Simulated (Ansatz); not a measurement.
`Cl[Si](Cl)(Br)Br` + H₂O → `O[Si](Cl)(Br)Br` + HCl at 400 K and 1 bar (formal hydrolysis of the Si–Cl bond).

Isolated molecules relaxed with PBE0-D4/def2-TZVP in Ansatz; ΔE leaves out vibrations. CBS: MP2 limit from def2 TZ/QZ plus the TZ coupled-cluster correction, frozen cores. This one scheme is used for every species. For Br outer-core shells are correlated without core-valence functions, which leaves a few kJ/mol of doubt a bond. Scalar relativity is left out up to krypton. One conformer a species, not always the lowest.

| species | CCSD(T)/CBS energy (Eh) | H − E (kJ/mol) | S (J/(mol·K)) |
| --- | --- | --- | --- |
| `Cl[Si](Cl)(Br)Br` | -6355.47272 | 47.3 | 398.9 |
| H₂O | -76.37941 | 69.8 | 198.6 |
| `O[Si](Cl)(Br)Br` | -5971.47577 | 81.4 | 406.9 |
| HCl | -460.38127 | 29.6 | 195.4 |

H − E and S are ideal-gas, rigid-rotor, harmonic terms from PBE0-D4/def2-TZVP, for one conformer and one mirror image of each species. 1 Eh = 2625.50 kJ/mol, R = 8.31446 J/(mol·K).

Question: By hand: ΔE, ΔH, ΔS and ΔG.

Answer: ΔE = (-5971.47577) + (-460.38127) − (-6355.47272) − (-76.37941) = -0.00491 Eh = -12.9 kJ/mol. Δ(H − E) = 81.4 + 29.6 − 47.3 − 69.8 = -6.1, so ΔH = -19.0 kJ/mol. ΔS = 406.9 + 195.4 − 398.9 − 198.6 = 4.8 J/(mol·K). ΔG = -19.0 − 400 × (4.8)/1000 = -20.9 kJ/mol.

Question: By hand: the equilibrium constant, and the temperature at which ΔG would vanish if ΔH and ΔS stayed fixed.

Answer: log₁₀ K = −ΔG/(RT ln 10) = 2.7. ΔH and −TΔS have one sign here, so there is no such temperature. One of them is within its doubt of zero, so this could turn.

The number of gas molecules stays the same, so ΔS is small and ΔH decides. A doubt of 5 kJ/mol in ΔE shifts log₁₀ K by 0.7 here. Other conformers and mirror images would add mixing entropy, several J/(mol·K) or more a flexible species. These are equilibria of isolated gas molecules and say nothing of rates. Largest T1 diagnostic: 0.008 (customary marks: 0.02 for closed shells, 0.045 for open ones).
